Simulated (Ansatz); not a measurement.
Series B-XY, Y = methyl, computed as singlets and as triplets. Isolated molecules, 0 K electronic values unless said otherwise. One relaxed conformer stands for each flexible species; it need not be the lowest. Strings in code marks are SMILES.

Quantity: adiabatic spin-state energy, in eV.

Case: `C=C[B-]C`: multiplicity 3 minus multiplicity 1. The other species in the difference include `C=C[B-]C` (C–C–B–C torsion 100°) (charge -1, multiplicity 1). Geometry of `C=C[B-]C` (charge -1, multiplicity 3, Å):

```xyz
10

C      2.1962     0.0406     0.0056
C      0.8442    -0.2492     0.1680
B     -0.3698     0.5893     0.0751
C     -1.9017     0.2305     0.2662
H      2.5316     1.0446    -0.2372
H      2.9660    -0.7180     0.1139
H      0.6425    -1.3080     0.4126
H     -2.3797     0.7893     1.0812
H     -2.0212    -0.8449     0.5040
H     -2.5081     0.4257    -0.6278
```

**Question.** What is the computed adiabatic spin-state energy (B3LYP/aug-cc-pVTZ // B3LYP-D3(BJ)/def2-TZVPD (Ansatz, an electronic-structure program))?

**Answer.** 0.050 eV.
